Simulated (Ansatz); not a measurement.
CH6SSeSi (`SC[SiH2][SeH]`), relaxed with RKS PBE-D4/def2-SVP in the Gaussian-basis code of Ansatz from a rough embedded geometry. The force threshold is 0.03 eV/Å; the program also tests the step.

Total charge 0; spin multiplicity 1.

Start:

```xyz
10

S     0.182    1.971    0.361
C    -0.233    0.320    0.779
Si   -0.564   -0.606   -0.803
Se    1.348   -0.783   -2.012
H     0.372    2.382    1.719
H    -1.136    0.308    1.437
H     0.617   -0.175    1.341
H    -0.965   -2.027   -0.408
H    -1.680    0.020   -1.519
H     2.059   -1.410   -0.896
```

(1) How much energy does the relaxation release, and in how many steps? (An estimate is asked.)

(2) Which bonds change most? (Best estimate.)

(3) Give the relaxed structure. (Estimate.)

Results:

(1) Computed: 26.40 kJ/mol, in 7 steps.

(2) Computed: S1–C2 from 1.753 to 1.832 Å; S1–H5 from 1.431 to 1.365 Å; C2–Si3 from 1.862 to 1.902 Å; Si3–H9 from 1.466 to 1.501 Å.

(3) The calculation gave: 
```xyz
10

S     0.484    1.944    0.453
C    -0.232    0.305    0.849
Si   -0.550   -0.692   -0.739
Se    1.280   -0.710   -2.129
H     0.261    2.508    1.675
H    -1.215    0.414    1.357
H     0.435   -0.277    1.521
H    -0.962   -2.081   -0.330
H    -1.632   -0.053   -1.561
H     2.132   -1.358   -1.097
```
